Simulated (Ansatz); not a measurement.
The same hydrolysis along the group Mg, Zn, Cd.

Computed with Ansatz on PBE0-D4/def2-TZVP structures; ΔE is electronic, products minus reactants. CCSD(T)/CBS adds triple-zeta CCSD(T) − MP2 to the extrapolated MP2 energy (def2 sets, frozen cores). This one scheme is used for every species. Functionals use def2-TZVPP. def2 core potentials past Kr. For Cd, Mg, Zn outer-core shells are correlated without core-valence functions, which leaves a few kJ/mol of doubt a bond. Scalar relativity is left out up to krypton. One conformer a species, not always the lowest.

| reaction | CCSD(T)/CBS(def2) (kJ/mol) |
| --- | --- |
| `C[O][Mg][Cl]` + H₂O → `C[O][Mg][OH]` + HCl | ? |
| `C[O][Zn][Cl]` + H₂O → `C[O][Zn][OH]` + HCl | 99 |
| `C[O][Cd][Cl]` + H₂O → `C[O][Cd][OH]` + HCl | 119 |

Question: Fill in the missing values. (Estimate.)

Answer: The calculation gave: `C[O][Mg][Cl]` + H₂O → `C[O][Mg][OH]` + HCl: +84.7 kJ/mol.

Largest T1 diagnostic: 0.017, for `C[O][Zn][OH]`.
